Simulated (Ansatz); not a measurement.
`O[SiH2][GeH2][OH]` → `[GeH2]` + `O[SiH2]O`  (germylene formation by 1,1-elimination)

Computed with Ansatz on PBE0-D4/def2-TZVP structures; ΔE is electronic, products minus reactants. CCSD(T)/CBS is the MP2 limit (def2-TZVPP, def2-QZVPP) plus CCSD(T) − MP2 in def2-TZVPP, frozen cores. DFT in def2-TZVPP. B3LYP here is the variant with VWN-RPA as its local correlation; programs differ in this. HSE06 is defined as in plane-wave codes. For Ge outer-core shells are correlated without core-valence functions, which leaves a few kJ/mol of doubt a bond. Scalar relativity is left out up to krypton. One conformer a species, not always the lowest.

`O[SiH2][GeH2][OH]`:

```xyz
10

O     2.435    0.012    0.249
Si    0.981   -0.760    0.408
Ge   -0.834    0.697   -0.142
O    -2.256   -0.387   -0.268
H     2.705    0.273   -0.633
H     0.900   -1.173    1.829
H     0.896   -1.962   -0.468
H    -1.123    1.784    0.919
H    -0.629    1.422   -1.497
H    -3.076    0.094   -0.397
```

`[GeH2]`:

Z-matrix (Å, degrees):
```
Ge
H 1 1.595
H 1 1.594 2 90.6
```

`O[SiH2]O`:

Cartesian coordinates in Å:
```
O 1.048 -0.748 0.668
Si -0.367 -0.228 0.017
O -0.255 1.242 -0.705
H 1.769 -0.944 0.068
H -0.825 -1.123 -1.070
H -1.297 -0.197 1.170
H -0.072 2.000 -0.147
```

```csv
level,ΔE (kJ/mol),difference from CCSD(T)/CBS
LDA (SPW92),115.1,36.6
PBE-D4,91.4,12.9
B3LYP-D4,67.7,-10.8
HSE06-D4,93.8,15.3
CAM-B3LYP-D4,72.7,-5.8
ωB97X-V,87.8,9.3
ωB97M-V,68.3,-10.2
PBE-QIDH,96.7,18.2
r2SCAN,93.1,14.6
BHLYP,60.5,-18.0
CCSD(T)/def2-SVP,76.7,-1.8
HF/def2-TZVPP,44.7,-33.8
MP2/def2-TZVPP,93.5,15.0
CCSD(T)/def2-TZVPP,82.5,4.0
HF/CBS(def2),42.9,-35.6
CCSD/CBS(def2),72.4,-6.1
CCSD(T)/CBS,78.5,0
```

Question: What do rigid-rotor, harmonic-oscillator terms from PBE0-D4/def2-TZVP frequencies (298.15 K, 1 bar) make of the CCSD(T)/CBS value? (Estimate.)

Answer: Ansatz gave: ΔZPE = -10.5 kJ/mol, ΔH = +69.7 kJ/mol, ΔS = 127 J/(mol·K), ΔG = +31.7 kJ/mol. Modes under 50 cm⁻¹ make the entropy rough.

Largest T1 diagnostic among the species: 0.012.

From PBE to PBE0 (25 % exact exchange), in def2-TZVPP and without D4, ΔE moves by +3.2 kJ/mol. The D4 term adds +11.6 kJ/mol with B3LYP and +6.4 kJ/mol with PBE0; it sums over pairs of atoms, weighted by their polarisabilities, and B3LYP, whose exchange is more repulsive, gets the larger term. In def2-TZVPP, CCSD(T) changes the Hartree–Fock value by +37.9 kJ/mol (the triples alone add +6.1 kJ/mol) and MP2 by +48.9 kJ/mol.
